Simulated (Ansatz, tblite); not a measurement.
Removing and adding an electron: `C=CC12CC3CC(CC(C3)C1)C2`. The state is a singlet with charge 0. Geometry: r2SCAN-D4/def2-SVP. Ansatz, gas phase; energy differences of separate SCF runs; the oxidised species was run as a doublet alone; the reduced species was run as a doublet alone.

```xyz
30

C    -2.796    1.459    1.502
C    -1.921    0.449    1.575
C    -0.772    0.167    0.646
C    -0.951   -1.243    0.027
C     0.238   -1.593   -0.879
C     1.533   -1.576   -0.053
C     1.740   -0.178    0.550
C     1.840    0.857   -0.580
C     0.543    0.842   -1.405
C     0.338   -0.557   -2.009
C    -0.647    1.189   -0.498
C     0.550    0.170    1.455
H    -3.596    1.565    2.240
H    -2.751    2.215    0.712
H    -2.021   -0.277    2.396
H    -1.895   -1.270   -0.547
H    -1.047   -1.990    0.837
H     0.084   -2.599   -1.309
H     2.394   -1.845   -0.692
H     1.480   -2.332    0.752
H     2.668   -0.166    1.149
H     2.008    1.864   -0.158
H     2.705    0.629   -1.229
H     0.612    1.588   -2.216
H     1.179   -0.807   -2.680
H    -0.582   -0.574   -2.621
H    -1.581    1.201   -1.088
H    -0.518    2.202   -0.076
H     0.692    1.166    1.912
H     0.474   -0.557    2.285
```

The xTB rows come from tblite. HOMO above LUMO, or a gap near zero within one spin, warns that the state may not be the lowest or that an electron is smeared out.

```
           level  −HOMO (eV)  vertical IE (eV)  −LUMO (eV)  vertical EA (eV)  HOMO–LUMO gap (eV)  IE − EA (eV)                                                                                                               remarks
        GFN1-xTB       11.65             14.03        6.61              3.17                5.04         10.86                                                                                                                     –
        GFN2-xTB       10.56             12.87        5.51              1.72                5.05         11.15                                                                                                                     –
 PBE-D4/def2-SVP        6.01              8.55        0.43             -1.95                5.57         10.50  HOMO above zero (-1 doublet), gap within one spin near zero (+1 doublet), gap within one spin near zero (-1 doublet)
PBE0-D4/def2-SVP        7.16              8.98       -0.62             -2.32                7.79         11.30                                                                                          HOMO above zero (-1 doublet)
```

Relaxing the reduced species (r2SCAN-D4/def2-SVP) changes its energy by -0.20 eV at PBE-D4/def2-SVP, so the adiabatic electron affinity to this nearest minimum is -1.75 eV. At PBE0-D4/def2-SVP it is -1.94 eV. The highest occupied level of the relaxed charge -1 doublet lies above zero (up to 3.52 eV). By energy differences, losing it releases 1.75 eV (each at its own geometry, to the charge 0 singlet, at PBE-D4/def2-SVP).     A HOMO above zero means that the electron is unbound at that level or that self-interaction error raises the level; the energy of removing that electron tells which. Raw xTB energy differences between charge states are shifted by several eV; the methods need an empirical correction for them. Sets without diffuse functions give affinities that are too small. A negative affinity means that the extra electron isn't bound; its size then hangs on the basis.
